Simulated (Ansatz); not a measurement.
(1S)-1-bromo-1-chloroethane (C₂H₄BrCl), SMILES C[C@@H](Cl)Br.

Geometry: PBE0-D3(BJ)/def2-SVP.

Two levels are set side by side: PBE/def2-SVPD (Ansatz, a program for electronic structure) and CAM-B3LYP/def2-SVPD (Ansatz). Energy differences of separate SCF runs at the same geometry; the states with an electron removed or added have multiplicity 2 and 2. Differences are taken from unrounded values.

```json
[
 {"quantity": "vertical ionisation energy (eV)", "PBE": "10.16"},
 {"quantity": "vertical singlet–triplet gap (eV)", "PBE": "5.14"}
]
```

Q: These are the PBE values. What does CAM-B3LYP give? (Estimate from the structure and the level; the computed values follow.)

A: 
| quantity | CAM-B3LYP | PBE minus CAM-B3LYP |
|---|---|---|
| vertical ionisation energy (eV) | 10.69 | -0.53 |
| vertical singlet–triplet gap (eV) | 5.47 | -0.33 |
